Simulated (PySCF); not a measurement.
Dipole polarisabilities along the alkaline earths, charge +1

Calculated with PySCF 2.14 for the ground configurations, without spin-orbit coupling: coupled response for Hartree-Fock and DFT. Mean α in bohr³, C₆ of like pairs in atomic units.

```
                                      species  α UHF  α PBE  α PBE0  C₆ UHF  C₆ PBE  C₆ PBE0
 Be⁺ [He] 2s1 (aug-cc-pVQZ, non-relativistic)  24.93  21.66   22.36   71.09   57.85    60.59
 Mg⁺ [Ne] 3s1 (aug-cc-pVQZ, non-relativistic)  38.67  33.52   35.01   178.0   143.6    153.2
Ca⁺ [Ar] 4s1 (aug-cc-pVQZ-X2C, spin-free X2C)  96.14  78.98   84.21   760.7   573.1    627.5
Sr⁺ [Kr] 5s1 (aug-cc-pVQZ-X2C, spin-free X2C)  120.7  96.40   103.4    1146   842.2    925.7
Ba⁺ [Xe] 6s1 (aug-cc-pVQZ-X2C, spin-free X2C)  173.3  133.8   144.8    2076    1481     1639
```

The values depend on the diffuse functions of the basis.
